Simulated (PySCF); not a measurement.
## A series of related molecules

The calculation used quadratic response B3LYP/aug-cc-pVDZ first hyperpolarisability, Taylor convention, gas phase (PySCF 2.14.0). Geometry: GFN2-xTB.

Each molecule in one low-energy conformer. The parent is [SiH3][SiH3].

The calculation is non-relativistic, which matters for the atoms heavier than Zn.

**Question.** How does the norm of the vector part βᵢ = ⅓ Σⱼ (βᵢⱼⱼ + βⱼᵢⱼ + βⱼⱼᵢ) of the static first hyperpolarisability change along this series?
- [SiH3][SiH3] (base)
- C[SiH2][SiH3] (H replaced by CH3)
- [SiH3][SiH2]Br (H replaced by Br)

**Answer.** 
| molecule | static β vector norm (au) | static β HRS (au) | S1 (eV) |
| --- | --- | --- | --- |
| [SiH3][SiH3] | 1 | 0 | 7.40 |
| C[SiH2][SiH3] | 156 | 59 | 6.88 |
| [SiH3][SiH2]Br | 243 | 91 | 5.70 |

The norm of the vector part βᵢ = ⅓ Σⱼ (βᵢⱼⱼ + βⱼᵢⱼ + βⱼⱼᵢ) of the static first hyperpolarisability is lowest for [SiH3][SiH3] and highest for [SiH3][SiH2]Br.
